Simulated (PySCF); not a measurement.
A PySCF script (with the pyscf-properties extension) for the NMR shieldings of SMILES CC[SiH]1CC=CC1, C6H12Si, on a GFN2-xTB geometry:

```python
import basis_set_exchange as bse
import numpy as np
from pyscf import gto, dft
from pyscf.prop import nmr

atoms = """
C    -2.750362    0.448836    0.041851
C    -1.614982   -0.237530   -0.708817
Si   -0.109616   -0.598764    0.400740
C     1.387095   -1.284189   -0.567025
C     2.444648   -0.236625   -0.391367
C     2.178227    0.832713    0.337027
C     0.824565    0.968400    0.968093
H    -2.417351    1.394580    0.462943
H    -3.101188   -0.178881    0.857303
H    -3.591131    0.648777   -0.620748
H    -1.986986   -1.170477   -1.134383
H    -1.315944    0.389444   -1.550983
H    -0.491461   -1.455822    1.535786
H     1.193512   -1.443439   -1.629155
H     1.746407   -2.236806   -0.175951
H     3.402961   -0.387568   -0.868456
H     2.902337    1.619199    0.497944
H     0.358433    1.902909    0.650635
H     0.931032    1.034496    2.051906
"""
names = dict.fromkeys(["C", "Si", "H"], "pcSseg-1")
basis = {el: gto.basis.parse(bse.get_basis(n, elements=[el], fmt="nwchem")) for el, n in names.items()}
mol = gto.M(atom=atoms, basis=basis, charge=0, verbose=0)
mf = dft.RKS(mol, xc="PBE0")
mf.grids.level = 2
mf.grids.alignment = dft.numint.BLKSIZE   # the property module wants whole blocks of grid points
mf.conv_tol = 1e-9
mf.kernel()

calc = nmr.RKS(mf)   # GIAO
C = mf.mo_coeff
Co = C[:, mf.mo_occ > 0]
resp = mf.gen_response(singlet=True, hermi=2)
def vind(x):   # induced exchange potential for any number of trial vectors
    d = np.einsum("pi,xij,qj->xpq", C, 2 * x.reshape(-1, C.shape[1], Co.shape[1]), Co, optimize=True)
    return np.einsum("xpq,pi,qj->xij", resp(d - d.transpose(0, 2, 1)), C, Co, optimize=True).ravel()
mo1, _ = nmr.rhf.solve_mo1(calc, with_cphf=vind)
sigma = calc.kernel(mo1)
for i, s in enumerate(sigma):   # ppm
    w = np.linalg.eigvalsh((s + s.T) / 2)
    print("%2d %-2s iso %8.1f  s11 %8.1f  s22 %8.1f  s33 %8.1f" % (i, mol.atom_pure_symbol(i), w.mean(), *w))
```

Problem. What does it print?

Solution. 
```
 0 C  iso    176.1  s11    169.1  s22    171.0  s33    188.1
 1 C  iso    177.3  s11    173.7  s22    174.4  s33    183.9
 2 Si iso    351.1  s11    307.3  s22    366.6  s33    379.6
 3 C  iso    167.5  s11    155.7  s22    158.4  s33    188.3
 4 C  iso     48.4  s11    -60.8  s22     65.4  s33    140.4
 5 C  iso     48.8  s11    -60.4  s22     66.3  s33    140.4
 6 C  iso    168.6  s11    156.3  s22    160.6  s33    189.0
 7 H  iso     30.7  s11     25.5  s22     30.4  s33     36.3
 8 H  iso     30.7  s11     26.3  s22     28.8  s33     37.1
 9 H  iso     30.3  s11     25.0  s22     27.5  s33     38.2
10 H  iso     30.8  s11     25.5  s22     29.8  s33     37.2
11 H  iso     31.0  s11     26.4  s22     30.2  s33     36.5
12 H  iso     27.2  s11     24.2  s22     25.1  s33     32.3
13 H  iso     30.3  s11     25.8  s22     28.6  s33     36.4
14 H  iso     30.0  s11     25.4  s22     27.5  s33     37.0
15 H  iso     25.6  s11     23.2  s22     26.3  s33     27.4
16 H  iso     25.6  s11     23.2  s22     26.4  s33     27.3
17 H  iso     30.2  s11     25.4  s22     28.9  s33     36.2
18 H  iso     30.0  s11     25.4  s22     27.7  s33     37.0
```

These numbers come from an equivalent density-fitted implementation of the same equations, which agrees with the script to about 0.01 ppm for H and up to a few tenths of a ppm for heavy atoms, so last digits may differ.

Problem. Turn these shieldings into chemical shifts. Referencing at the same level of theory: $^{13}$C (σref 186.93) and $^{29}$Si (σref 349.16) and $^{1}$H (σref 31.72) against TMS.

Solution. Averaging equivalent atoms: C 4/5: 138.3; C 3/6: 18.9; C 0: 10.9; C 1: 9.6; Si 2: -2.0; H 15/16: 6.09; H 12: 4.53; H 14/18: 1.72; H 13/17: 1.51; H 7/8/9: 1.15; H 10/11: 0.78 ppm. 

Size and cost of the density-fitted run: 186 basis functions, 26 s wall time on 1 thread of an Arm Neoverse V1, shared host; peak memory 0.84 GiB.
